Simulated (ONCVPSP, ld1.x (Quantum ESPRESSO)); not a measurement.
Pseudopotentials across the periodic table

Generated with ld1.x 7.5 (TM, RRKJ, ultrasoft, PAW), atompaw 4.2 or ONCVPSP 4.0.1. The cutoff is in Ry: for ld1.x and atompaw files where the sum of valence levels is converged to 10 mRy in a Bessel basis, for ONCV files where the hardest occupied wave has 1 mHa per electron of residual kinetic energy. The error is the largest all-electron minus pseudo excitation energy over each file’s own four to seven test configurations (ionisations up to +4, promotions, holes and added fractions of an electron), all of which were solved. The labels leave out finer settings (local radius, basis sizes, second energies), which also bear on the numbers. Spin-polarised tests are not counted. The rows are a selection from randomly drawn settings: files with unsolved tests, undetermined cutoffs or missed reference levels are left out.

A true bound ghost makes a file unfit for plane-wave use even where its test errors are small: the radial tests pick states by their node count and pass the ghost by.

```tsv
element	potential	cutoff (Ry)	largest error (meV)	bound ghosts
Cl	TM, PBE, scalar-relativistic, rc 1.20/1.35/1.30 (spd), local smoothed, core correction yes, reference 3s1.5 3p5.5	35	+110	none
Sc	ONCV, LDA (Perdew-Zunger), scalar-relativistic, rc 1.80/1.90/1.80 (spd), local d, core correction yes, reference 3s2 3p6 3d1 4s1.75 4p0.25, qcut 6.1/9.1/7, projectors 2/2/0	42	-118	s
Nb	ONCV, PBE, scalar-relativistic, rc 1.55/1.60/1.70/1.55 (spdf), local smoothed, core correction no, reference 4s2 4p6 4d4.5 5s0.5, qcut 5.9/7.9/5.8/7.5, projectors 2/2/2/2	42	+0.6	none
Tc	ONCV, PBE, scalar-relativistic, rc 1.55/1.70/2.25 (spd), local smoothed, core correction no, reference 4s2 4p6 4d5 5s1, qcut 6.3/7.4/7.9, projectors 2/2/2	38	-3.0	none
Ta	TM, PBE, scalar-relativistic, rc 2.35/3.90/2.00/3.00 (spdf), local s, core correction yes, reference 5d3 6s1 6p1	30	-775	none
Ir	TM, PBE, scalar-relativistic, rc 1.75/2.55/1.25 (spd), local p, core correction yes, reference 5d6 6s0 6p0	40	-617	none
Au	PAW, PBE, scalar-relativistic, rc 2.20/3.05/1.85 (spd), local smoothed, core correction yes, reference 5d10 6s0 6p1	35	-628	none
```

**Question.** Fill in the row for Sc: ONCV, PBE, scalar-relativistic, rc 1.85/1.65/1.80 (spd), local smoothed, core correction yes, reference 3s2 3p6 3d1 4s1.5 4p0.5, qcut 4.9/8.2/8.5, projectors 2/2/3.

**Answer.** cutoff 58 Ry, largest error -2.4 meV, bound ghosts: none.

**Question.** Fill in the row for Te: ONCV, LDA (Perdew-Wang 92), scalar-relativistic, rc 1.10/1.20/1.10 (spd), local smoothed, core correction yes, reference 4s2 4p6 4d10 5s2 5p4, qcut 10.2/11.8/16.3, projectors 3/2/1.

**Answer.** cutoff 105 Ry, largest error -12 meV, bound ghosts: none.
